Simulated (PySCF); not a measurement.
## Excitation energy of V by level of theory

V [Ar] 3d3 4s2 (4F) → V [Ar] 3d5 (6S), as a difference of total energies. All numbers are calculated (PySCF 2.14, no relativity, point nucleus, in dyall-av2z). Correlated levels: valence: [Ar] frozen; virtual orbitals above 40 to 60 times the deepest correlated orbital energy dropped. The calculations carry no spin-orbit coupling.

| method | excitation energy (cm⁻¹) |
| --- | --- |
| UHF | 27960 |
| MP2 (valence) | 19644 |
| SCS-MP2 (valence) | 31080 |
| CCSD (valence) | 21944 |
| CCSD(T) (valence) | 21194 |

A first-order spin-orbit estimate (lowest level to lowest level, LS coupling) adds 0.043 eV.

The coupled-cluster amplitudes are large for the upper state (T1 above 0.03 or a double amplitude above 0.15), so a single reference is strained.
